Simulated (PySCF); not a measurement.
## Working out the ionisation energy of Ne⁺

Ne⁺ [He] 2s2 2p5 (2P) → Ne²⁺ [He] 2s2 2p4 (3P). Computed with PySCF 2.14 in x2c-QZVPPall with one added diffuse shell each of s, p, d, f type (8s5p4d3f1g, 73 functions), with the spin-free X2C one-electron Hamiltonian (Gaussian nucleus). Frozen: 1s2. Energies in hartree (1 hartree = 27.21139 eV):

```csv
part,Ne⁺ (lower),Ne²⁺ (upper)
UHF,-127.962784,-126.520026
CCSD correlation,-0.227328,-0.171029
(T),-0.003043,-0.001785
```

**Question.** What does Hartree-Fock give?

**Answer.** (-126.520026) − (-127.962784) = 1.442758 hartree = 39.259 eV.

**Question.** What do CCSD and CCSD(T) give?

**Answer.** The CCSD correlation energies differ by 0.056299 hartree = 1.532 eV and the triples by 0.001258 hartree = 0.034 eV, so CCSD gives 40.791 eV and CCSD(T) 40.825 eV.

A first-order spin-orbit estimate adds -0.005 eV to CCSD(T) (valence), giving 40.820 eV against 40.963 eV (measured; NIST Atomic Spectra Database, ionization energies).

What remains against the reference includes basis incompleteness, the frozen core and higher excitations.
